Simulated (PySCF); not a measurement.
## Working out the excitation energy of N

N [He] 2s2 2p3 (4S) → N [He] 2s1 2p4 (4P). All numbers are calculated (PySCF 2.14, the non-relativistic Hamiltonian (point nucleus), in aug-cc-pwCVDZ (5s4p2d, 27 functions)). Frozen: nothing. Energies in hartree (1 hartree = 27.21139 eV):

| part | N (lower) | N (upper) |
| --- | --- | --- |
| UHF | -54.393265 | -53.989898 |
| MP2 opposite-spin | -0.080602 | -0.077892 |
| MP2 same-spin | -0.027186 | -0.026549 |

Problem. What does Hartree-Fock give?

Solution. (-53.989898) − (-54.393265) = 0.403367 hartree = 10.976 eV.

Problem. What do MP2 and SCS-MP2 (6/5 opposite-spin, 1/3 same-spin) give?

Solution. The opposite-spin parts differ by 0.074 eV and the same-spin parts by 0.017 eV. MP2: 10.976 + (0.074) + (0.017) = 11.067 eV. SCS-MP2: 10.976 + 1.2 × (0.074) + (0.017)/3 = 11.070 eV.

Measured between the centres of the two terms (NIST): 10.927 eV, so MP2 (valence and next inner shell) is off by 0.140 eV.

A double-zeta basis recovers only part of the correlation energy.

What remains against the reference includes basis incompleteness and correlation beyond second order.
